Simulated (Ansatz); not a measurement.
Harmonic frequencies (cm⁻¹) at PBE0-D4/def2-TZVP from Ansatz: 78, 78, 93, 129, 129, 178, 179, 241, 351, 390, 390, 508, 510, 510, 674, 2670, 2670, 2670.

Each molecule was computed in one conformer, which needn't be the lowest.

(1) Which molecule is it?
A. `[NH2][Zr]([NH2])([F])[F]`
B. `[SeH][Zr]([SeH])([SeH])[SeH]`
C. `[F][Zr]([SH])([SH])[SH]`
D. `[SH][Zr]([SH])([Cl])[Cl]`

## Answers

(1) C.
